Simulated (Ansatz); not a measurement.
Mulliken charges of `N=C(N)BO` from B3LYP/def2-TZVPP in Ansatz (PBE0-D4/def2-TZVP geometry).

```
atom   x (Å)   y (Å)   z (Å)  charge (e)
  N1   0.009   1.107   1.406      -0.283
  C2   0.112   0.432   0.325       0.114
  N3   0.099   1.091  -0.889      -0.301
  B4   0.025  -1.145   0.297       0.049
  O5  -0.575  -1.782  -0.728      -0.244
  H6  -0.021   0.481   2.207       0.144
  H7   0.179   2.096  -0.815       0.155
  H8   0.664   0.696  -1.624       0.150
  H9   0.436  -1.805   1.206       0.021
 H10  -0.927  -1.170  -1.384       0.196
```

Problem. By hand: the dipole of these point charges (1 e Å = 4.8032 D).

Solution. Σ q r = (0.074, 0.018, -0.199) e Å, of length 0.213 e Å = 1.02 D.

Problem. How does the dipole of the full density compare? (Estimate.)

Solution. The calculation gave: (0.126, -0.018, -0.479) e Å, 2.38 D; the point charges give 0.43 times that, at 9° from its direction.

Point charges leave out the atoms' own dipoles, such as those of lone pairs, and Mulliken's split depends on the basis, so the two needn't agree.

B3LYP here is the variant with VWN-RPA as its local correlation; programs differ in this.
